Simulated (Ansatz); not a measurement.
Dimethylphenylsulfonium 2,4-difluorobenzenesulfonate (C₁₄H₁₄F₂O₃S₂), 35 atoms. Hardware: 2 threads of AMD EPYC 7R13 on a shared host and a share (18 GiB) of an NVIDIA H100 80GB HBM3.

Correlated methods freeze 29 core orbitals. Single mean-field runs in def2-TZVP are fitted with def2-universal-jkfit.

How many basis functions does each of these Ansatz runs have, and roughly what does it cost? HF/STO-3G, charge 0 singlet, energy; B3LYP-D4/def2-TZVP, charge 0 singlet, energy, from earlier orbitals; MP2/def2-SVP, charge 0 singlet, energy, from earlier orbitals; r2SCAN-D4/def2-TZVP, charge 0 singlet, energy and forces, from earlier orbitals; PBE-D4/def2-TZVP, charge 1 doublet at the geometry of the charge 0 singlet, energy, from earlier orbitals; PBE0-D4/def2-SVP, charge 0 singlet, energy, from earlier orbitals; PBE0-D4/def2-TZVP, charge 0 singlet, energy, from earlier orbitals; PBE with 15 % exact exchange/def2-SVP, charge 0 singlet, energy, from earlier orbitals; RPA@PBE/def2-SVP, charge 0 singlet, energy, from earlier orbitals; PBE-D4/def2-SVP, charge 0 singlet, energy, from earlier orbitals; PBE-D4/def2-SVP, charge -1 doublet, relaxation, 37 steps; PBE0-D4/def2-TZVP, charge -1 doublet, energy, from earlier orbitals.

Other jobs shared the machine, so times can vary by a factor of up to 3. A dash marks memory too small to be measured apart from the calling script's.

```json
{"run": "PBE0-D4/def2-TZVP, charge 0 singlet, energy, from earlier orbitals", "functions": "747", "fitting or Cholesky vectors": "1943", "wall time": "4.4 s", "peak host memory (GiB)": "–"}
{"run": "HF/STO-3G, charge 0 singlet, energy", "functions": "127", "fitting or Cholesky vectors": "1791", "wall time": "6 s", "peak host memory (GiB)": "–"}
{"run": "PBE-D4/def2-SVP, charge 0 singlet, energy, from earlier orbitals", "functions": "372", "fitting or Cholesky vectors": "4159", "wall time": "7.5 s", "peak host memory (GiB)": "–"}
{"run": "PBE with 15 % exact exchange/def2-SVP, charge 0 singlet, energy, from earlier orbitals", "functions": "372", "fitting or Cholesky vectors": "4159", "wall time": "8 s", "peak host memory (GiB)": "–"}
{"run": "B3LYP-D4/def2-TZVP, charge 0 singlet, energy, from earlier orbitals", "functions": "747", "fitting or Cholesky vectors": "1943", "wall time": "8.5 s", "peak host memory (GiB)": "–"}
{"run": "r2SCAN-D4/def2-TZVP, charge 0 singlet, energy and forces, from earlier orbitals", "functions": "747", "fitting or Cholesky vectors": "1943", "wall time": "9 s", "peak host memory (GiB)": "–"}
{"run": "MP2/def2-SVP, charge 0 singlet, energy, from earlier orbitals", "functions": "372", "fitting or Cholesky vectors": "3733", "wall time": "11 s", "peak host memory (GiB)": "–"}
{"run": "PBE0-D4/def2-TZVP, charge -1 doublet, energy, from earlier orbitals", "functions": "747", "fitting or Cholesky vectors": "1943", "wall time": "12 s", "peak host memory (GiB)": "–"}
{"run": "PBE0-D4/def2-SVP, charge 0 singlet, energy, from earlier orbitals", "functions": "372", "fitting or Cholesky vectors": "4165", "wall time": "16 s", "peak host memory (GiB)": "–"}
{"run": "RPA@PBE/def2-SVP, charge 0 singlet, energy, from earlier orbitals", "functions": "372", "fitting or Cholesky vectors": "3733", "wall time": "17 s", "peak host memory (GiB)": "1.8"}
{"run": "PBE-D4/def2-TZVP, charge 1 doublet at the geometry of the charge 0 singlet, energy, from earlier orbitals", "functions": "747", "fitting or Cholesky vectors": "1943", "wall time": "27 s", "peak host memory (GiB)": "1.3"}
{"run": "PBE-D4/def2-SVP, charge -1 doublet, relaxation, 37 steps", "functions": "372", "fitting or Cholesky vectors": "4159", "wall time": "3 min", "peak host memory (GiB)": "–"}
```
